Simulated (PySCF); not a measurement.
Gas-phase reaction: 3 B₂O + 3 Cl₂ + 3 H₂O₂ ⇌ 3 BCl₂OH + (HBO₂)₃

Computed with PySCF (xtb for GFN2) and rigid-rotor harmonic-oscillator thermochemistry at 1 bar. † marks an energy on the PBE0/def2-TZVP geometry and frequencies; other levels use their own. MP2 and CCSD(T) freeze the core. All species are closed-shell singlets. BCl₂OH: computed as isolated molecules; such fragments, hydroxides, amides, oligomers or adducts are transient or little studied in the gas. MP2 isn't extrapolated to the basis-set limit. CCSD(T) isn't extrapolated to the basis-set limit. Strong static correlation: B₂O. Warning, point group unlike the PBE0 one: H₂O₂ (GFN2-xTB).

```csv
level,"ΔH°(298 K), kJ"
CCSD(T)/def2-SVP†,___
GFN2-xTB,-3749
MP2/def2-SVP†,___
MP2/def2-TZVPP†,___
PBE/def2-SVP,-4419
PBE/def2-TZVP†,-4191
PBE0/def2-SVP†,-4544
PBE0/def2-TZVP,-4308
r2SCAN/def2-TZVP†,-4376
LDA/def2-TZVP†,-4553
ωB97M-V/def2-TZVP†,___
```

What belongs in the gaps?


- CCSD(T)/def2-SVP†, ΔH°(298 K), kJ: -4348
- MP2/def2-SVP†, ΔH°(298 K), kJ: -4622
- MP2/def2-TZVPP†, ΔH°(298 K), kJ: -4430
- ωB97M-V/def2-TZVP†, ΔH°(298 K), kJ: -4206
